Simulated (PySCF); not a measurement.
Work out the structure from these simulated measurements.

Elements present: C, H, O, S and Si. Monoisotopic mass: 132.0065 u.

| Property | Result |
| --- | --- |
| 13C NMR | chemical shifts (computed TMS as zero) by class: 178.8 (1 C), 114.5 (1 C), 78.6 (1 C), 59.1 (1 C) ppm [GIAO PBE0/pcSseg-1] |
| NMR, other nuclei | isotropic shieldings of nuclei other than C and H, by class: 313 (1 O), 384 (1 Si), 549 (1 S) ppm [GIAO PBE0/pcSseg-1] |
| UV, strongest line | among the 8 lowest singlet transitions: S2 at 4.76 eV (261 nm, f = 0.050) [TDDFT PBE0/def2-SVPD] |
| Triplet | lowest triplet excitation (Tamm–Dancoff): 3.45 eV [TDA PBE0/def2-SVPD] |
| Rotational structure | rotational constants A, B, C: 3.748, 1.066, 0.914 GHz [GFN2-xTB] |
| 1H NMR | chemical shifts (computed TMS as zero) by class: 5.41 (2 H), 5.37 (1 H), 4.21 (2 H), 3.55 (3 H) ppm [GIAO PBE0/pcSseg-1] |

Electronic properties: PySCF, gas phase, density fitting. Levels stand in brackets. Isolated species at its GFN2-xTB geometry (one conformer only). NMR values are class means; diastereotopic atoms form classes of their own.

Q: Which formula fits the mass and the elements?

A: C4H8OSSi (calculated 132.0065). No other formula that holds each of these elements comes within 0.0003 u with a fitting electron parity and a possible valence count.

Q: Propose a structure and show how it fits.

A: Numbering: `[CH3:1][O:2][CH2:3][C:4]1=[CH:5][SiH2:6][S:7]1`. Its formula, C4H8OSSi, gives 2 degrees of unsaturation: 1 ring and 1 π bond in the structure found. 4 carbons fall into 4 classes; from least to most shielded: fully substituted alkene carbon [C4] (178.8 ppm), alkene CH carbon [C5] (114.5 ppm), chain sp3 carbon bound to oxygen [C3] (78.6 ppm), methoxy carbon [C1] (59.1 ppm). Hydrogen classes from least to most shielded: 2 H on an SiH2 silicon, Si6 (5.41 ppm), 1 H on an alkene CH carbon, C5 (5.37 ppm), 2 H on an sp3 carbon bound to oxygen, C3 (4.21 ppm, a mean of values up to 1.1 ppm apart in this geometry), 3 H on a methoxy carbon, C1 (3.55 ppm, a mean of values up to 0.7 ppm apart in this geometry). The other shieldings belong to: 313 ppm, ether oxygen [O2]; 384 ppm, SiH2 silicon [Si6]; 549 ppm, sulfur bonded to C and Si [S7]. The optimised geometry has point group C1 and is an asymmetric top. Structure: `C1(=C[SiH2]S1)COC`. Computed isomers that give other values at the same levels: `C=C(S[SiH3])C(C)=O` (13C chemical shifts (computed TMS as zero) by class: 197.7 (1 C), 148.4 (1 C), 127.9 (1 C), 30.1 (1 C) ppm); `C=C[Si@@H]1OCCS1` (13C chemical shifts (computed TMS as zero) by class: 142.9 (1 C), 141.0 (1 C), 70.7 (1 C), 36.2 (1 C) ppm); `O=C[C@H]1CSC[SiH2]1` (13C chemical shifts (computed TMS as zero) by class: 203.6 (1 C), 58.1 (1 C), 38.6 (1 C), 17.0 (1 C) ppm). The assignments are read from this structure; whether some other isomer fits the data as well wasn't checked.

The values belong to the conformer `[CH3:1][O:2][CH2:3][C:4]1=[CH:5][SiH2:6][S:7]1`: C1–O2–C3–C4 -75°, O2–C3–C4–C5 -17°.
